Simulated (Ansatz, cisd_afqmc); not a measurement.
System: BPH$_{4}$, charge 0, singlet. BPH4 (SMILES BP).
B3LYP-D3(BJ)/def2-TZVP minimum from Ansatz (a first-principles code):
```xyz
6

B      0.0820    -0.4263    -1.2254
H     -0.6940    -0.0338    -2.0361
H      0.8531    -1.2898    -1.4957
P     -0.0924     0.1193     0.5419
H     -0.4032     1.4915     0.4814
H      1.2204     0.1734     1.0485
```

Atomisation energy term by term, kcal/mol (programs: Ansatz, cisd_afqmc). UHF or UKS for unpaired electrons; spin-orbit terms are left out. Correlated methods leave the cores frozen. Rows without X2C or -DK are non-relativistic. The Monte Carlo rows (phaseless AFQMC, CISD trial, step 0.005/hartree) carry one-sigma bars that omit the constraint's bias. Outlying blocks are dropped, and bars are widened where a walk drifts. Over all cases where full CI ran beside it in this data, AFQMC minus full CI had a median of +0.1 mEh and passed +0.4 mEh in a tenth of the cases. CBS(X,Y): correlation extrapolated as X^-3, Hartree-Fock from the larger set (Q,5: extrapolated as (X+1)exp(-9√X)). A bracket is a step between two methods taken in the basis named. 'core' is core correlation in cc-pwCVTZ (1s frozen past Ne), 'X2C' scalar relativity in cc-pVTZ-DK, both at CCSD(T). For partners of very few electrons the exact lower level stands in for a higher one.

```tsv
term	basis	kcal/mol
Hartree-Fock	CBS(cc-pV(Q+d)Z,cc-pV(5+d)Z)	316.74
CCSD correlation	CBS(cc-pV(Q+d)Z,cc-pV(5+d)Z)	95.17
(T)	CBS(cc-pV(Q+d)Z,cc-pV(5+d)Z)	4.61
CCSDT(Q) - CCSD(T)	cc-pV(T+d)Z	0.32
CCSDTQ - CCSDT(Q)	cc-pV(D+d)Z	-0.01
core correlation	cc-pwCVTZ	1.52
scalar relativity	X2C, cc-pVTZ-DK	-0.63
sum: De		417.7
```

The step beyond CCSD(T) by other levels: CCSDTQ in cc-pV(D+d)Z 0.44; AFQMC/CISD in cc-pV(D+d)Z 0.65 ± 0.19; CCSDT(Q) in cc-pV(D+d)Z 0.46 kcal/mol.
